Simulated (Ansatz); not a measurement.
`C[O][GaH2]` + `PP` → `P[PH][GaH2]` + CH₃OH at 500 K and 1 bar (ligand exchange at a Ga–O bond).

Isolated molecules relaxed with PBE0-D4/def2-TZVP in Ansatz; ΔE leaves out vibrations. CBS: MP2 limit from def2 TZ/QZ plus the TZ coupled-cluster correction, frozen cores. This one scheme is used for every species. For Ga outer-core shells are correlated without core-valence functions, which leaves a few kJ/mol of doubt a bond. Scalar relativity is left out up to krypton. One conformer a species, not always the lowest.

```csv
species,CCSD(T)/CBS energy (Eh),H − E (kJ/mol),S (J/(mol·K))
`C[O][GaH2]`,-2040.16771,179.0,349.8
`PP`,-684.26248,120.2,310.6
`P[PH][GaH2]`,-2608.80809,150.3,390.6
CH₃OH,-115.61712,157.0,265.4
```

H − E and S are ideal-gas, rigid-rotor, harmonic terms from PBE0-D4/def2-TZVP, for one conformer and one mirror image of each species. 1 Eh = 2625.50 kJ/mol, R = 8.31446 J/(mol·K).

Question: By hand: ΔE, ΔH, ΔS and ΔG.

Answer: ΔE = (-2608.80809) + (-115.61712) − (-2040.16771) − (-684.26248) = 0.00498 Eh = 13.1 kJ/mol. Δ(H − E) = 150.3 + 157.0 − 179.0 − 120.2 = 8.1, so ΔH = 21.2 kJ/mol. ΔS = 390.6 + 265.4 − 349.8 − 310.6 = -4.4 J/(mol·K). ΔG = 21.2 − 500 × (-4.4)/1000 = 23.4 kJ/mol.

Question: By hand: the equilibrium constant, and the temperature at which ΔG would vanish if ΔH and ΔS stayed fixed.

Answer: log₁₀ K = −ΔG/(RT ln 10) = -2.4. ΔH and −TΔS have one sign here, so there is no such temperature. One of them is within its doubt of zero, so this could turn.

The number of gas molecules stays the same, so ΔS is small and ΔH decides. A doubt of 5 kJ/mol in ΔE shifts log₁₀ K by 0.5 here. Other conformers and mirror images would add mixing entropy, several J/(mol·K) or more a flexible species. These are equilibria of isolated gas molecules and say nothing of rates. Largest T1 diagnostic: 0.015 (customary marks: 0.02 for closed shells, 0.045 for open ones).
